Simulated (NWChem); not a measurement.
1,1-difluoroethane (C₂H₄F₂); SMILES FC(F)C

Results from NWChem. Pople sets run with spherical d functions. Each level has its own optimisation. Computed dipoles belong to the equilibrium geometry; the measured one is vibrationally averaged.

Measured dipole moment: 2.27 D (NIST CCCBDB, as tabulated in the package chemicals).

Question: Which of these levels lies farthest from the measured value, and how do the others fare: PBE/def2-SVP; LDA (Slater exchange, VWN5)/def2-SVP; Hartree-Fock/3-21G; Hartree-Fock/STO-3G; PBE0/def2-SVP; BLYP/def2-SVP; B3LYP/6-31G*; Hartree-Fock/6-31G*?

Answer: Hartree-Fock/STO-3G.
```csv
level,dipole moment (D),computed − measured
Hartree-Fock/STO-3G,1.49,-0.78
Hartree-Fock/3-21G,2.64,+0.37
Hartree-Fock/6-31G*,2.23,-0.04
B3LYP/6-31G*,1.95,-0.32
"LDA (Slater exchange, VWN5)/def2-SVP",1.91,-0.36
PBE/def2-SVP,1.93,-0.34
BLYP/def2-SVP,1.95,-0.32
PBE0/def2-SVP,2.07,-0.20
```
